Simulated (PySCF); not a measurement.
## Electron correlation in Si (silicon, neutral)

[Ne] 3s1 3p3, high-spin 5S determinant (an excited configuration). Calculation: PySCF 2.14, in dyall-acv3z (19s12p6d4f, 113 functions); no relativity, point nucleus. Frozen: 1s2; 12 electrons correlated; the 18 highest virtual orbitals of each spin left out.

MP2 pair energies summed by pair of shells (mhartree):

| pair | energy | share (%) |
| --- | --- | --- |
| 2p-2p | -188.70 | 60.7 |
| 2s-2p | -61.84 | 19.9 |
| 3p-3p | -17.89 | 5.8 |
| 2p-3p | -17.65 | 5.7 |
| 2s-2s | -9.99 | 3.2 |
| 2p-3s | -6.99 | 2.2 |
| 3s-3p | -4.09 | 1.3 |
| 2s-3p | -2.80 | 0.9 |
| 2s-3s | -1.14 | 0.4 |

Total MP2 correlation energy: -311.09 mhartree.

Same-spin part -99.24 and opposite-spin part -211.85 mhartree; SCS-MP2 scales them by 1/3 and 6/5 to -287.30 mhartree.
